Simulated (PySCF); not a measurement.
Species: C₅H₆O₃Si.
Bonds: O1–C2 (double), C2–C3, C3–C4 (double), C4–O5, O5–Si6, C4–C7, C7–O8 (double), C7–C9, C2–C9. Hydrogens: H10 on C3; H11, H12, H13 on Si6; H14, H15 on C9.

The geometry is computed with GFN2-xTB (gas phase).

(1) List the bond lengths, angles and torsions at this level.

Results:

(1) 
| bond | length (Å) |
| --- | --- |
| O1=C2 | 1.205 |
| C2–C3 | 1.461 |
| C3=C4 | 1.352 |
| C4–O5 | 1.303 |
| O5–Si6 | 1.670 |
| C4–C7 | 1.489 |
| C7=O8 | 1.206 |
| C7–C9 | 1.498 |
| C2–C9 | 1.532 |
| C3–H10 | 1.075 |
| Si6–H11, Si6–H12, Si6–H13 | 1.457 |
| C9–H14, C9–H15 | 1.092 |

Bonds in one row agree within 0.01 Å and their mean is given. A selection of angles:
| angle | degrees |
| --- | --- |
| O1–C2–C3 | 127.4 |
| O1–C2–C9 | 125.1 |
| C3–C2–C9 | 107.5 |
| C2–C3–C4 | 110.7 |
| C2–C3–H10 | 122.5 |
| C4–C3–H10 | 126.7 |
| C3–C4–O5 | 130.2 |
| C3–C4–C7 | 110.3 |
| O5–C4–C7 | 119.4 |
| C4–O5–Si6 | 127.7 |
| O5–Si6–H11 | 110.7 |
| O5–Si6–H12 | 94.7 |
| H11–Si6–H12 | 111.9 |
| H11–Si6–H13 | 115.1 |
| C4–C7–O8 | 122.4 |
| C4–C7–C9 | 107.5 |
| O8–C7–C9 | 130.1 |
| C7–C9–H14 | 111.8 |
| C2–C9–C7 | 103.9 |
| C2–C9–H14 | 111.2 |
| H14–C9–H15 | 107.0 |

Dihedral angles: O1–C2–C3–C4 180° (antiperiplanar); C2–C3–C4–O5 180° (antiperiplanar); C3–C4–O5–Si6 180° (antiperiplanar); C3–C4–C7–O8 180° (antiperiplanar); C4–C7–C9–C2 0° (synperiplanar); O1–C2–C9–C7 180° (antiperiplanar).

Of the pairs four or more bonds apart, Si6···O8 is among the closest relative to their van der Waals radii: 2.70 Å, 74 % of the sum of Bondi's values. The 3 C–O bonds span 1.205 Å (O1=C2, drawn double) to 1.303 Å (C4–O5, drawn single), a spread of 0.098 Å. The 5-membered ring C2–C3–C4–C7–C9 has internal angles of 103.9° to 110.7°; it is planar, 0.00 Å rms from its mean plane, widest ring torsion 0°. Si6 (oxygen-bound silicon) has angles from 94.7° to 115.1°. The 9 heavy atoms lie in one plane (0.001 Å rms). The 5 C–C bonds span 1.352 Å (C3=C4, drawn double) to 1.532 Å (C2–C9, drawn single), a spread of 0.180 Å.

Point group: Cs (every atom within 0.08 Å of its image). GFN2-xTB frequencies: not computed here. One conformer, not necessarily the lowest.
